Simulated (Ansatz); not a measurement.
The same path of CH6AlISSi (11 atoms, charge 0, multiplicity 1) was run twice with different band settings. Lost on the way: Si2–H9. Made: S3–H9.

Method: Ansatz 0.2.0, RKS PBE0/def2-SVP.

Relaxed end points:

```xyz
11
Properties=species:S:1:pos:R:3
C -0.563 0.855 -1.516
Si 0.420 -0.467 -0.652
S 2.034 0.198 0.554
Al 0.546 -0.529 2.045
I -1.022 1.140 3.029
H -1.425 0.421 -2.046
H 0.074 1.373 -2.250
H -0.923 1.597 -0.787
H 0.751 -1.627 -1.525
H -0.510 -1.077 0.442
H 0.684 -1.942 2.728
```

```xyz
11
Properties=species:S:1:pos:R:3
C -0.748 0.919 -1.404
Si -0.095 -0.869 -1.188
S 1.840 -0.166 0.022
Al 0.217 -0.677 1.615
I -0.640 1.375 2.727
H -1.807 0.849 -1.707
H -0.203 1.374 -2.248
H -0.688 1.601 -0.542
H 2.487 -1.355 0.047
H -0.839 -1.104 0.295
H 0.541 -2.005 2.402
```

Common settings: spring 5.0 eV/Å²; optimiser quadratic models (default); start path through a guess of the saddle point; force threshold 0.05 eV/Å; iteration limit 60; end points relaxed.

| run | movable images | climbing image |
| --- | --- | --- |
| 1 | 5 | yes |
| 2 | 3 | no |

Task: What does each run give, and how far can it be trusted?

Result: Run 1: converged after 15 iterations, highest image 2.408 eV above the first end. A vibrational analysis at the climbing image gives one clearly imaginary mode, 973i cm⁻¹: a first-order saddle point.
Run 2: converged after 11 iterations, highest image 2.123 eV above the first end. Neighbouring images differ by up to 1.8 eV, so the band resolves the path poorly. No image climbed, so the highest image needn't sit at the top of the path. So few images can step over the top or miss a turn of the path.
The orbitals stay closed-shell, which can raise the energy where a bond breaks towards radicals; this wasn't checked here.
